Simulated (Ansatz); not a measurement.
Computed with Ansatz on PBE0-D4/def2-TZVP structures; ΔE is electronic, products minus reactants. CBS: MP2 limit from def2 TZ/QZ plus the TZ coupled-cluster correction, frozen cores. This one scheme is used for every species. Functionals use def2-TZVPP. HSE06 is defined as in plane-wave codes. Each species was taken in one conformer, which may not be the lowest.

Reaction (cleavage of the Al–Si bond): `[F][Al]([F])[SiH3]` + NH₃ → `[NH2][Al]([F])[F]` + SiH₄

Is it downhill or uphill in electronic energy at CCSD(T)/CBS, and by how much? (Best estimate.)

The calculation gave: Downhill: ΔE = -81.0 kJ/mol.

What do these levels give: r2SCAN0-D4, BHLYP-D4, CAM-B3LYP-D4, ωB97M-V, B2PLYP, PBE0, HSE06, MP2/def2-SVP, CCSD/def2-SVP, CCSD/def2-TZVPP, MP2/def2-QZVPP, HF/CBS(def2)? (An estimate is asked.)

Ansatz gave: r2SCAN0-D4 -81.3, BHLYP-D4 -86.9, CAM-B3LYP-D4 -86.4, ωB97M-V -84.5, B2PLYP -85.6, PBE0 -67.3, HSE06 -67.3, MP2/def2-SVP -94.1, CCSD/def2-SVP -87.6, CCSD/def2-TZVPP -84.8, MP2/def2-QZVPP -90.6, HF/CBS(def2) -97.0 kJ/mol.

Largest T1 diagnostic among the species: 0.014.

At CCSD(T), def2-SVP lies −4.8 kJ/mol from the extrapolated value and def2-TZVPP −1.6 kJ/mol. Leaving LDA and LC-ωPBE aside and taking each functional with its dispersion term where it has one, the values, not all of them listed here, spread over 26.2 kJ/mol, from BHLYP-D4 to PBE-D4. LDA lies −5.3 kJ/mol from PBE without D4. From PBE to PBE0 (25 % exact exchange), in def2-TZVPP and without D4, ΔE moves by −6.6 kJ/mol.
